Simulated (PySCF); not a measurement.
Worked example: oscillator strength and radiative lifetime

CH3F3OSi, SMILES F[Si](F)(CO)F.

The structure is a stationary point at PBE0-D3(BJ)/def2-SVP. One conformer was computed; it need not be the lowest.

TDDFT-CAM-B3LYP/def2-SVPD in PySCF puts the first singlet state with f over 0.02 at 7.93 eV (vertical), with the transition dipole (0.478, 0.114, -0.177) in atomic units.

Question: Find the oscillator strength, the wavelength and the radiative lifetime that this transition would have in vacuum if emission retraced absorption.

Answer: 
|μ|² = 0.2728 au, so |μ| = 1.33 D. ΔE = 7.93/27.211 = 0.2914 hartree. f = (2/3) ΔE |μ|² = 0.053 (the program prints 0.053).
λ = 1239.84/7.93 = 156 nm; ν = 63960 cm⁻¹.
Einstein's coefficient A = 0.6670 ν² f s⁻¹ (ν in cm⁻¹) = 1.4e8 s⁻¹, so τ = 1/A = 6.9 ns. This state is S2; the lower singlet has f = 0.004. The figure is the radiative limit of this one transition; relaxation, internal conversion, crossing to triplets and a medium change what is measured.
